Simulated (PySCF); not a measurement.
PySCF input for hexafluorodisilane (F6Si2), SMILES F[Si](F)(F)[Si](F)(F)F, HF/pcSseg-1. Geometry optimised at PBE-D3(BJ)/def2-SVP. Other conformers were not sampled.

```python
import numpy as np
from pyscf import gto, scf, dft
from pyscf.prop.nmr import rhf as nmr

mol = gto.M(
    atom='''
    F     1.31163142   -0.75727075    1.72745353
    Si    0.00000000   -0.00000000    1.16219575
    F     0.00000000    1.51454151    1.72745353
    F    -1.31163142   -0.75727075    1.72745353
    Si    0.00000000    0.00000000   -1.16219575
    F     1.31163142    0.75727075   -1.72745353
    F     0.00000000   -1.51454151   -1.72745353
    F    -1.31163142    0.75727075   -1.72745353
    ''',
    basis='pcSseg-1',
    charge=0,
    spin=0,
    max_memory=1600,
    verbose=3,
)
mf = scf.RHF(mol)
mf.conv_tol = 1e-10
mf.max_cycle = 100
mf.kernel()
n = nmr.NMR(mf)
n.verbose = 2
n.max_cycle_cphf = 60
sigma = n.kernel()
print('atom   isotropic/ppm   span/ppm')
for i, s in enumerate(sigma):
    w = np.linalg.eigvalsh((s + s.T) / 2)
    print(f'{mol.atom_symbol(i):2s}{i + 1:3d} {w.mean():14.3f} {w[2] - w[0]:11.3f}')
```

Output:

```
converged SCF energy = -1174.78363317512
atom   isotropic/ppm   span/ppm
F   1        343.437     139.645
Si  2        463.744      44.955
F   3        343.437     139.645
F   4        343.437     139.645
Si  5        463.744      44.955
F   6        343.437     139.645
F   7        343.437     139.645
F   8        343.437     139.645
```

The calculation finished and met its thresholds.
